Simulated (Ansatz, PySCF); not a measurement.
I3Pb, charge -1. Atoms are numbered in the order given.

```xyz
4

Pb     0.0000     0.0000     0.8799
I      2.3223     1.3408    -0.4538
I     -2.3223     1.3408    -0.4538
I      0.0000    -2.6815    -0.4538
```
Charge -1, spin multiplicity 1.

The structure is a stationary point at B3LYP-D3(BJ)/def2-SVPD. The isomer is the one that the SMILES or the coordinates give; other isomers of the formula were not compared. The def2 effective core potentials stand for the cores of I, Pb; spin–orbit coupling is left out.

Estimates of the vertical detachment energy (IE) of the anion in eV. Rows of orbital energies are one-electron estimates, which approximate functionals can put far too low.

| level | IE |
|---|---|
| −ε(HOMO), −ε(LUMO), PBE0/def2-SVPD (PySCF) | 3.18 |
| −ε(HOMO), −ε(LUMO), PBE/def2-SVPD (PySCF) | 2.26 |
| ΔSCF, PBE/def2-SVPD (Ansatz), final states of multiplicity 2 | … |

Task: Complete the blanks. (The exact figures need the calculation; the answer reports its results.)

Result: 
- ΔSCF, PBE/def2-SVPD (Ansatz, a first-principles code), final states of multiplicity 2, IE: 4.35

Task: What vertical singlet–triplet gap does ΔSCF give with PBE/def2-SVPD (Ansatz)? (Estimate from the structure and the level; the computed values follow.)

Result: 3.01 eV (triplet above singlet where positive).
